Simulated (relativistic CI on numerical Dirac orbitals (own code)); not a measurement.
Computed by Dirac-Coulomb-Breit CI, separate exchange-only KLI orbitals for each configuration, model QED (radiative potential, 1s self-energy scaled to tabulated hydrogen-like ionisation energies), unscaled Slater integrals (own radial code, finite nucleus).

The strongest absorption lines from the ground level of an ion, among the configurations computed and to levels below about 6290 eV (vacuum wavelength in Å, gf): 2.0786 (0.29), 2.1871 (0.53), 2.5692 (0.32), 2.6143 (0.12), 2.6687 (1.5), 2.8372 (1.9), 2.8529 (0.35), 3.0669 (0.14).

Problem. Which ion is it?
A. La XLVIII
B. Pm LII
C. I XLVI
D. I XLIV

Solution. D. I XLIV has 10 electrons and the ground level 2s²2p⁶ ¹S0; the strongest line goes to 2s²2p⁵3d ¹P°1. The pattern of lines fixes the number of electrons, and along that sequence the line energies rise steadily with the charge (about as its square where n changes within one kind of shell, about linearly where n is kept but much faster in heavy ions where fine structure, which grows about as Z⁴, sets the gap, and irregularly where shells cross), which fixes Z. Configurations outside the model, such as inner-shell arrays, can give stronger lines. At this charge energies of transitions that change n are usually good to better than 1 %, and those within a shell (Δn = 0) to a few per cent.

LS names give the leading component of a level, which can be under half, so a name can repeat, a term be missing and a line seem to break the LS rules.
